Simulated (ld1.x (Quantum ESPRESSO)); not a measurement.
**Building the PAW potential for xenon (Xe) (PW91, fully relativistic).**

Xe (Z = 54), PAW, made with ld1.x (Quantum ESPRESSO) 7.5 (PW91, fully relativistic). Core [Kr] 4d10, reference 5s2 5p6. Waves: 5s (bound): rcut 1.70, rcutus 1.85 bohr; 5s channel at 0.35 Ry: rcut 1.70, rcutus 1.85 bohr; 5p (bound): rcut 1.45, rcutus 1.80 bohr; 5p channel at 1.2 Ry: rcut 1.45, rcutus 1.80 bohr; 5d channel at 0.05 Ry: rcut 1.45, rcutus 2.00 bohr. Local part: all-electron potential smoothed inside 1.45 bohr (lloc = -1). Core correction: Bessel-smoothed model core inside 1.00 bohr. Augmentation charge: PSQ, inside the norm-conserving radii.

Open shells are filled in proportion to 2j + 1 (rel_dist='average').

All-electron outer shells of the reference configuration (PW91, scalar-relativistic, ld1.x):

```tsv
shell	level (eV)	outermost node (bohr)	outermost maximum (bohr)
4p	-141.30	0.36	0.69
4d	-59.44	0.34	0.75
5s	-19.81	0.85	1.63
5p	-8.28	0.92	1.91
```

Results:

```json
{"Configuration tests": "test run stopped at test 4 of 6 (negative rho)", "Density cutoff estimated by the generator": "181 Ry"}
```

The ghost test of this file was not conclusive.

Generation and tests took about 2 s on one core of a shared server CPU.
